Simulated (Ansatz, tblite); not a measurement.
Removing and adding an electron: BTBT, `c1ccc2c(c1)sc1c3ccccc3sc21`. The state is a singlet with charge 0. Geometry: PBE-D4/def2-SVP. Ansatz, gas phase; energy differences of separate SCF runs; the oxidised species was run as a doublet alone; the reduced species was run as a doublet alone.

| atom | x (Å) | y (Å) | z (Å) |
| --- | --- | --- | --- |
| C1 | 1.064 | 1.326 | -4.151 |
| C2 | -0.343 | 1.226 | -4.067 |
| C3 | -0.962 | 0.831 | -2.879 |
| C4 | -0.170 | 0.527 | -1.750 |
| C5 | 1.254 | 0.632 | -1.851 |
| C6 | 1.873 | 1.030 | -3.046 |
| S7 | 2.076 | 0.215 | -0.346 |
| C8 | 0.539 | -0.103 | 0.430 |
| C9 | 0.170 | -0.526 | 1.750 |
| C10 | 0.962 | -0.831 | 2.879 |
| C11 | 0.343 | -1.227 | 4.067 |
| C12 | -1.064 | -1.326 | 4.151 |
| C13 | -1.873 | -1.031 | 3.046 |
| C14 | -1.254 | -0.632 | 1.851 |
| S15 | -2.076 | -0.215 | 0.347 |
| C16 | -0.539 | 0.104 | -0.429 |
| H17 | 1.535 | 1.639 | -5.095 |
| H18 | -0.958 | 1.464 | -4.948 |
| H19 | -2.058 | 0.754 | -2.814 |
| H20 | 2.968 | 1.108 | -3.113 |
| H21 | 2.058 | -0.753 | 2.814 |
| H22 | 0.958 | -1.465 | 4.948 |
| H23 | -1.535 | -1.640 | 5.094 |
| H24 | -2.968 | -1.108 | 3.113 |

The xTB rows come from tblite.

Problem. Estimate orbital energies and vertical ionisation energies and electron affinities at: GFN1-xTB; GFN2-xTB; PBE-D4/def2-SVP; PBE0-D4/def2-SVP.

Solution. 
```json
{"level": "GFN1-xTB", "−HOMO (eV)": "10.74", "vertical IE (eV)": "12.99", "−LUMO (eV)": "8.11", "vertical EA (eV)": "5.95", "HOMO–LUMO gap (eV)": "2.63", "IE − EA (eV)": "7.04", "remarks": "–"}
{"level": "GFN2-xTB", "−HOMO (eV)": "10.03", "vertical IE (eV)": "12.14", "−LUMO (eV)": "7.47", "vertical EA (eV)": "5.38", "HOMO–LUMO gap (eV)": "2.56", "IE − EA (eV)": "6.76", "remarks": "–"}
{"level": "PBE-D4/def2-SVP", "−HOMO (eV)": "5.09", "vertical IE (eV)": "7.21", "−LUMO (eV)": "2.14", "vertical EA (eV)": "0.20", "HOMO–LUMO gap (eV)": "2.94", "IE − EA (eV)": "7.01", "remarks": "HOMO above zero (-1 doublet)"}
{"level": "PBE0-D4/def2-SVP", "−HOMO (eV)": "5.99", "vertical IE (eV)": "7.45", "−LUMO (eV)": "1.48", "vertical EA (eV)": "0.16", "HOMO–LUMO gap (eV)": "4.51", "IE − EA (eV)": "7.29", "remarks": "HOMO above zero (-1 doublet)"}
```

   A HOMO above zero means that the electron is unbound at that level or that self-interaction error raises the level; the energy of removing that electron tells which. Raw xTB energy differences between charge states are shifted by several eV; the methods need an empirical correction for them. Sets without diffuse functions give affinities that are too small.
